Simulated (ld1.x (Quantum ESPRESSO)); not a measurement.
## Before and after: TM potential for tungsten

* Element: W
* Generator: ld1.x (Quantum ESPRESSO) 7.5
* Type: norm-conserving Troullier–Martins (Kleinman–Bylander form)
* Functional: PBE
* Relativity: scalar-relativistic
* Frozen core: [Kr] 4d10 4f14 5s2
* Valence charge: 12
* Reference configuration: 5p6 5d4 6s2 6p0
* Partial waves: 5p (bound): rc 1.40 bohr; 5d (bound): rc 2.35 bohr; 6s (bound): rc 2.75 bohr
* Local potential: the s channel
* Core correction: a·sin(br)/r model core, default radius (core density twice the valence density)

Change: all radii but the core radius scaled by about 1.40 (s 3.84, p 1.96, d 3.28 bohr).

Cutoffs: the cutoffs (Ry, on a coarse ladder) from which the occupation-weighted sum of valence levels, in a spherical-Bessel basis at the reference potential, stays within 10 and 1 mRy of its value at 400 Ry; they do not see the model core or the augmentation charge, which bear on the density cutoff. Errors are all-electron minus pseudo energies relative to the spin-unpolarised reference configuration.

What does the change do?

The potential gets softer (90 Ry and 110 Ry → 25 Ry and 45 Ry); of the 7 tests that both files solve, the error grows in 3 and shrinks in 3 by more than 15 % and 0.3 meV (median size 47.7 → 106.7 meV); neither file shows a bound ghost. A larger radius leaves more room for a smooth pseudo-wave, so fewer plane waves are needed.

| quantity | base | changed |
| --- | --- | --- |
| cutoff, loose | 90 Ry | 25 Ry |
| cutoff, tight | 110 Ry | 45 Ry |
| loose cutoff by channel (10 mRy a level) | p 45 Ry, d 25 Ry, s 6 Ry | p 21 Ry, d 18 Ry, s 6 Ry |
| bound ghosts | none | none |
| error for 5p6 5d4 6s1 6p0, meV [ΔE 8.88 eV] | -10 | -5.9 |
| error for 5p6 5d4 6s0 6p0, meV [ΔE 24.56 eV] | -48 | -107 |
| error for 5p6 5d3 6s0 6p0, meV [ΔE 49.94 eV] | -80 | -349 |
| error for 5p6 5d3 6s2 6p0, meV [ΔE 8.83 eV] | -25 | +91 |
| error for 5p6 5d3 6s2 6p1, meV [ΔE 4.02 eV] | -641 | -524 |
| error for 5p6 5d4 6s1 6p1, meV [ΔE 4.50 eV] | -498 | -479 |
| error for 5p6 5d4 6s1.5 6p0, meV [ΔE 3.63 eV] | -2.8 | -0.5 |
